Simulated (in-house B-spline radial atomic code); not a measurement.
## RPA and G0W0 on LDA VWN5: P11+

Configuration [He] 2s2, mean-field start LDA VWN5. Computed with an all-electron radial atomic-structure program (B-spline basis): all electrons, non-relativistic, point nucleus, each spin shell either full or empty, empty states to l = 9 with an (l + 1/2)⁻⁴ tail; G0W0 by contour deformation at full frequency.

Command:
```bash
python run_gw.py task.json out
```
Settings (radii: box in bohr, nucleus in fm):
```
Z                        15
electrons                4
configuration            [He] 2s2
hamiltonian              nr
method                   lda,vwn
lmax                     9
spin_polarised           False
box_radius               6.2
intervals                45
ion_configuration        [He] 2s1
```

Time taken, with all properties: 1.4 s on 1 thread of Arm Neoverse N1 (shared host).

Energies (hartree):

```json
{"term": "mean-field total", "value": "-257.42066"}
{"term": "Hartree-Fock functional on these orbitals", "value": "-258.49552"}
{"term": "direct second order", "value": "-0.61645"}
{"term": "second-order exchange", "value": "0.3045"}
{"term": "SOSEX correction", "value": "0.20491"}
```

What is the RPA correlation energy, and what remains with SOSEX?

RPA gives -0.41592 hartree (-2.83 eV per electron); RPA + SOSEX gives -0.21102, and the second-order doubles -0.31195 hartree (no singles). SOSEX takes back 49 % of the RPA value.

Quasi-particle levels (eV):

| level | occupied | mean field | Σx - vxc | Σc | QP weight | G0W0 |
| --- | --- | --- | --- | --- | --- | --- |
| 2s | yes | -533.73 | -20.67 | ? | ? | ? |
| 1s | yes | -2559.07 | -105.79 | 5.55 | 0.929 | -2659.31 |
| 2p | no | -504.95 | 27.06 | -1.13 | 0.980 | -479.03 |

G0W0 = mean field + (Σx - vxc) + Σc, with Σc (partial-wave tail included) taken at the quasi-particle energy.

Where does G0W0 put 2s?

At -559.37 eV, with Σc = -4.98 eV and a quasi-particle weight of 0.954. The tabulated removal energy is 560.62 ± 0.1 eV (NIST, semi-empirical); the calculation leaves out relativity, Breit and QED terms, and what these don't explain is the method's own error.

What does it cost to remove one electron (to [He] 2s1) by differences of total energies, each species on its own start (correlation terms add to the Hartree-Fock functional)?

LDA VWN5 554.76 eV, Hartree-Fock functional 553.99 eV, + RPA 559.72 eV, + RPA + SOSEX 558.34 eV, + second order 561.04 eV. Tabulated: 560.62 ± 0.1 eV (NIST, semi-empirical); the calculation leaves out relativity, Breit and QED terms, and what these don't explain is the method's own error.
